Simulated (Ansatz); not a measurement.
Relaxation of CH₄BBr (7 atoms, charge 0, multiplicity 1), to a largest force component of 0.02 eV/Å in at most 40 steps.

Computed with RHF/def2-SVP in Ansatz 0.2.0.

```xyz
7
Properties=species:S:1:pos:R:3:forces:R:3
C -0.601 0.344 -0.042 -0.51 3.87 -1.12
B 0.741 -0.366 -0.142 1.17 -0.65 0.42
Br 1.321 -1.520 1.357 -0.07 0.38 -0.66
H -1.391 -0.345 0.055 -1.28 -1.02 0.40
H -0.812 0.971 -0.997 0.37 -1.13 1.64
H -0.648 1.086 0.820 0.09 -1.15 -0.90
H 1.452 -0.239 -1.095 0.23 -0.29 0.22
```

Q: Where does it end, and by what steps?

A: The run converged. The force dipped under the threshold on the way, but the program's further checks kept it going. After 20 steps the energy has fallen by 0.242 eV; H7 moved furthest, 0.58 Å.

| step | energy less start (eV) | largest force component (eV/Å) | accepted |
| --- | --- | --- | --- |
| 0 | 0.0000 | 3.869 | yes |
| 1 | -0.2102 | 1.054 | yes |
| 2 | -0.2234 | 0.262 | yes |
| 3 | -0.2262 | 0.214 | yes |
| 4 | -0.2303 | 0.031 | yes |
| 5 | -0.2247 | 0.345 | no |
| 6 | -0.2317 | 0.048 | yes |
| 7 | -0.2315 | 0.196 | no |
| 8 | -0.2331 | 0.059 | yes |
| 9 | -0.2344 | 0.098 | yes |
| 10 | -0.2378 | 0.025 | yes |
| 11 | -0.2388 | 0.151 | yes |
| 12 | -0.2398 | 0.079 | yes |
| 13 | -0.2406 | 0.019 | yes |
| 14 | -0.2409 | 0.053 | yes |
| 15 | -0.2408 | 0.089 | no |
| 16 | -0.2413 | 0.024 | yes |
| 17 | -0.2413 | 0.029 | yes |
| 18 | -0.2414 | 0.025 | yes |
| 19 | -0.2415 | 0.021 | yes |
| 20 | -0.2415 | 0.017 | yes |

```xyz
7
Properties=species:S:1:pos:R:3
C -0.640 0.357 -0.050
B 0.773 -0.317 -0.068
Br 1.163 -1.908 0.956
H -1.398 -0.190 0.510
H -0.987 0.511 -1.076
H -0.535 1.358 0.385
H 1.686 0.121 -0.702
```

Whether the end is a true minimum wasn't checked by a vibrational analysis.

The run took 32 s on 1 thread of Arm Neoverse V1, with other jobs on the host, peak memory 0.15 GiB.
